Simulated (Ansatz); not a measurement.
Reaction (cleavage of the Sb–Al bond): `[BH2][AlH][SbH2]` + HCl → `[Cl][SbH2]` + `[BH2][AlH2]`

Gas-phase electronic energies from Ansatz, PBE0-D4/def2-TZVP geometries. CBS: MP2 limit from def2 TZ/QZ plus the TZ coupled-cluster correction, frozen cores. This one scheme is used for every species. Functionals use def2-TZVPP. B3LYP here is the variant with VWN-RPA as its local correlation; programs differ in this. HSE06 is defined as in plane-wave codes. Elements past krypton have def2 core potentials. For Sb outer-core shells are correlated without core-valence functions, which leaves a few kJ/mol of doubt a bond.

`[BH2][AlH][SbH2]`:

Z-matrix (Å, degrees):
```
B
Al 1 2.103
H 1 1.200 2 122.2
H 1 1.200 2 122.7 3 -175.5
Sb 2 2.662 1 118.0 3 92.6
H 2 1.593 1 125.4 3 -89.5
H 5 1.711 2 87.8 1 -121.2
H 5 1.709 2 91.2 1 -29.5
```

HCl:

Cartesian coordinates in Å:
```
Cl 0.103 -0.621 0.113
H -0.103 0.621 -0.113
```

`[Cl][SbH2]`:

Z-matrix (Å, degrees):
```
Sb
Cl 1 2.356
H 1 1.713 2 94.4
H 1 1.712 2 94.4 3 90.7
```

`[BH2][AlH2]`:

Cartesian coordinates in Å:
```
B 0.214 -0.883 0.645
Al -0.192 0.793 -0.580
H 1.026 -0.862 1.529
H -0.349 -1.935 0.516
H -1.313 1.852 -0.176
H 0.613 1.035 -1.934
```

Question: Is it downhill or uphill in electronic energy at CCSD(T)/CBS, and by how much? (Best estimate.)

Answer: The calculation gave: Uphill: ΔE = +15.7 kJ/mol.

Question: What do these levels give: B97M-V, PBE0-D4, B3LYP-D4, r2SCAN0-D4, HSE06-D4, ωB97M-V, B2PLYP, PBE0, HF/def2-SVP, CCSD/def2-SVP, MP2/def2-TZVPP, MP2/def2-QZVPP? (Estimate.)

Answer: Computed: B97M-V -10.2, PBE0-D4 20.2, B3LYP-D4 5.6, r2SCAN0-D4 18.1, HSE06-D4 20.6, ωB97M-V 8.4, B2PLYP 9.4, PBE0 18.4, HF/def2-SVP 2.3, CCSD/def2-SVP 22.8, MP2/def2-TZVPP 23.5, MP2/def2-QZVPP 19.1 kJ/mol.

Largest T1 diagnostic among the species: 0.014.

At CCSD(T), def2-SVP lies +9.2 kJ/mol from the extrapolated value and def2-TZVPP +5.3 kJ/mol. In def2-TZVPP, CCSD(T) changes the Hartree–Fock value by +27.5 kJ/mol (the triples alone add +3.1 kJ/mol) and MP2 by +29.9 kJ/mol. Leaving LDA and LC-ωPBE aside and taking each functional with its dispersion term where it has one, the values, not all of them listed here, spread over 31.7 kJ/mol, from B97M-V to PBE-QIDH. LDA lies +12.1 kJ/mol from PBE without D4.
